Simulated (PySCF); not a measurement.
C3HBrClF, SMILES BrC(Cl)=C=CF.

Coordinates come from a B3LYP-D3(BJ)/def2-SVP optimisation. This is a generated structure with no PubChem entry under its InChIKey; it may be hypothetical.

Two levels are set side by side: TDDFT-PBE/def2-SVPD (PySCF) and TDDFT-B3LYP/def2-SVPD (PySCF). Vertical, same geometry. The lowest singlet is HOMO→LUMO 99 % with PBE and HOMO→LUMO 98 % with the other functional; states are paired by order. Differences are taken from unrounded values.

```json
[
 {"quantity": "lowest singlet excitation (eV)", "TDDFT-B3LYP": "4.61", "TDDFT-PBE": "4.37", "TDDFT-PBE minus TDDFT-B3LYP": "-0.24"},
 {"quantity": "lowest triplet excitation (TDA) (eV)", "TDDFT-B3LYP": "3.87", "TDDFT-PBE": "3.80", "TDDFT-PBE minus TDDFT-B3LYP": "-0.07"},
 {"quantity": "first bright state (f over 0.05) (eV)", "TDDFT-B3LYP": "5.76", "TDDFT-PBE": "5.36", "TDDFT-PBE minus TDDFT-B3LYP": "-0.40"},
 {"quantity": "its oscillator strength", "TDDFT-B3LYP": "0.07", "TDDFT-PBE": "0.07", "TDDFT-PBE minus TDDFT-B3LYP": "-0.01"}
]
```

A lower first singlet is the usual sign of a functional without exact exchange. Differences between two approximate levels are no errors against the true value.

Rough cost on one machine, each run with all the roots and properties that it gave: TDDFT-B3LYP against TDDFT-PBE about 4 times.
